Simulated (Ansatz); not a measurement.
Gas-phase electronic energies from Ansatz, PBE0-D4/def2-TZVP geometries. CCSD(T)/CBS adds triple-zeta CCSD(T) − MP2 to the extrapolated MP2 energy (def2 sets, frozen cores). This one scheme is used for every species, atoms too. For atomizations the MP2-based limit and the directly extrapolated one differ by several kJ/mol either way, and by 10 to 25 for some Ge, Se and Sn compounds, so smaller differences from it don't rank the levels. DFT in def2-TZVPP. B3LYP here is the variant with VWN-RPA as its local correlation; programs differ in this. HSE06 is defined as in plane-wave codes. No spin–orbit coupling; open shells (•) take unrestricted orbitals. Spin–orbit coupling would lower the free atoms: a little for C, S; clearly for Se. For Se outer-core shells are correlated without core-valence functions, so the limit isn't a true one: a few kJ/mol of doubt a bond, and 10 to 20 or more in all where bonds break to atoms. Scalar relativity is left out up to krypton. Each species was taken in one conformer, which may not be the lowest.

`C[Se]C=S` → 2 C• + 4 H• + S• + Se•  (atomization)

```tsv
level	ΔE (kcal/mol)	difference from CCSD(T)/CBS
LDA (SPW92)	781.6	111.8
PBE-D4	693.4	23.6
revPBE-D4	676.1	6.3
BLYP-D4	673.3	3.5
r2SCAN-D4	675.6	5.8
B97M-V	674.1	4.3
PBE0-D4	675.3	5.5
B3LYP-D4	669.6	-0.2
r2SCANh-D4	669.5	-0.3
r2SCAN0-D4	660.8	-9.0
HSE06-D4	676.0	6.2
BHLYP-D4	643.3	-26.5
CAM-B3LYP-D4	665.8	-4.0
ωB97X-V	669.0	-0.8
ωB97M-V	669.0	-0.8
B2PLYP	661.8	-8.0
PBE	689.0	19.2
revPBE	663.1	-6.7
BLYP	663.5	-6.3
r2SCAN	674.6	4.8
PBE0	671.6	1.8
r2SCANh	668.4	-1.4
r2SCAN0	659.6	-10.2
HSE06	672.5	2.7
BHLYP	637.5	-32.3
CAM-B3LYP	662.0	-7.8
HF/def2-SVP	462.4	-207.4
MP2/def2-SVP	633.0	-36.8
CCSD/def2-SVP	613.9	-55.9
CCSD(T)/def2-SVP	625.3	-44.5
MP2/def2-TZVPP	663.5	-6.3
SCS-MP2/def2-TZVPP	657.3	-12.5
CCSD/def2-TZVPP	635.5	-34.3
CCSD(T)/def2-TZVPP	650.8	-19.0
HF/def2-QZVPP	461.8	-208.0
MP2/def2-QZVPP	674.6	4.8
SCS-MP2/def2-QZVPP	669.6	-0.2
HF/CBS(def2)	461.9	-207.9
MP2/CBS(def2)	682.6	12.8
CCSD/CBS(def2)	654.6	-15.2
CCSD(T)/CBS	669.8	0
```

Largest T1 diagnostic among the species: 0.014.

In def2-TZVPP, CCSD(T) changes the Hartree–Fock value by +189.5 kcal/mol (the triples alone add +15.3 kcal/mol) and MP2 by +202.2 kcal/mol; breaking electron pairs costs correlation energy, which Hartree–Fock lacks. From r2SCAN to r2SCAN0 (25 % exact exchange), in def2-TZVPP and without D4, ΔE moves by −15.0 kcal/mol: exact exchange takes away binding that semilocal exchange gives to molecules.
